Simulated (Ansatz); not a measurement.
Start from `Cl[CH2][AlH][Cl]` and change one atom or group to get `[NH2][AlH][CH2]Cl`.

Ansatz, PBE0-D4/def2-TZVP geometries, multiplicity 1. Each molecule was computed in one conformer, which needn't be the lowest.

```tsv
property	`Cl[CH2][AlH][Cl]`
ideal-gas entropy at 298 K and 1 bar (rigid rotor, harmonic PBE0-D4/def2-TZVP) / J/(mol·K)	330
size of the dipole moment (ωB97M-V/def2-TZVPP) / D	2.38
size of the dipole moment (B3LYP/def2-TZVPP) / D	2.38
HOMO–LUMO gap (PBE/def2-TZVPP) / eV	5.18
HOMO–LUMO gap (ωB97M-V/def2-TZVPP) / eV	11.32
HOMO energy (PBE0/def2-TZVPP) / eV	-8.21
```

Task: Give the same properties after the change, and the shifts. (An estimate is asked.)

Result: Ansatz gave: 
```
                                                                                  property  `[NH2][AlH][CH2]Cl`  shift
ideal-gas entropy at 298 K and 1 bar (rigid rotor, harmonic PBE0-D4/def2-TZVP) / J/(mol·K)                  338      8
                                        size of the dipole moment (ωB97M-V/def2-TZVPP) / D                 1.93  -0.45
                                          size of the dipole moment (B3LYP/def2-TZVPP) / D                 1.92  -0.46
                                                       HOMO–LUMO gap (PBE/def2-TZVPP) / eV                 4.80  -0.38
                                                   HOMO–LUMO gap (ωB97M-V/def2-TZVPP) / eV                11.02  -0.30
                                                        HOMO energy (PBE0/def2-TZVPP) / eV                -7.37   0.84
```

With PBE0 the HOMO rises by 0.84 eV and the LUMO rises by 0.46 eV, so the gap narrows by about 0.38 eV. PBE moves the HOMO by 0.90 eV and ωB97M-V by 0.70 eV. The zero-point energy changes by 63.2 kJ/mol with +6 modes. Dipoles are sizes alone; their direction can turn.

B3LYP here is the variant with VWN-RPA as its local correlation; programs differ in this.
